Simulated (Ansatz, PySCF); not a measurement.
Process, species as SMILES: [CH2]B(C)F -> [CH2-]B(C)F (an electron is taken up)
Structures are relaxed separately at B3LYP-D3(BJ)/def2-TZVP in Ansatz (a program for electronic structure), one conformer each, not searched for the lowest. Frequencies are from Ansatz or PySCF.

Property: adiabatic electron affinity (0 K, with B3LYP-D3(BJ) harmonic zero-point energies), positive where the reaction releases energy, in eV. Correlated levels leave the core frozen unless marked. UHF or UKS for open shells. No spin-orbit coupling. Non-relativistic. Anions need diffuse functions: aug- sets have them; def2-D sets add few; the other sets have none. CBS(X,Y): correlation extrapolated as X^-3; Hartree-Fock from the larger set. [CCSD(T)-MP2]/basis is that difference in the basis named.

```
level                                                                 program  adiabatic electron affinity (eV)
-------------------------------------------------------------  --------------  --------------------------------
r2SCAN/def2-TZVPD                                                      Ansatz                              1.40
r2SCAN-D4/def2-TZVPD                                           Ansatz + dftd4                              1.41
B3LYP-D3(BJ)/def2-TZVPD                                        Ansatz + dftd3                              1.59
B3LYP/def2-TZVPD                                                       Ansatz                              1.58
PBE0/def2-SVP                                                          Ansatz                        (withheld)
BHLYP-D4/def2-TZVPD                                            Ansatz + dftd4                        (withheld)
HSE06-D3(BJ)/def2-TZVPD                                        Ansatz + dftd3                        (withheld)
CAM-B3LYP-D4/def2-TZVPD                                        Ansatz + dftd4                        (withheld)
LC-wPBE-D3(BJ)/def2-TZVPD                                      Ansatz + dftd3                              1.44
LC-wPBE/def2-TZVPD                                                     Ansatz                              1.44
SCS-MP2/6-31G                                                          Ansatz                              0.60
CCSD/cc-pwCVTZ                                                         Ansatz                              1.23
RI-MP2/CBS(aug-cc-pVTZ,aug-cc-pVQZ)+[CCSD(T)-MP2]/aug-cc-pVTZ          Ansatz                              1.67
```

Question: Complete the blanks.

Answer: 
- PBE0/def2-SVP, adiabatic electron affinity (eV): 1.08
- BHLYP-D4/def2-TZVPD, adiabatic electron affinity (eV): 1.28
- HSE06-D3(BJ)/def2-TZVPD, adiabatic electron affinity (eV): 1.45
- CAM-B3LYP-D4/def2-TZVPD, adiabatic electron affinity (eV): 1.57
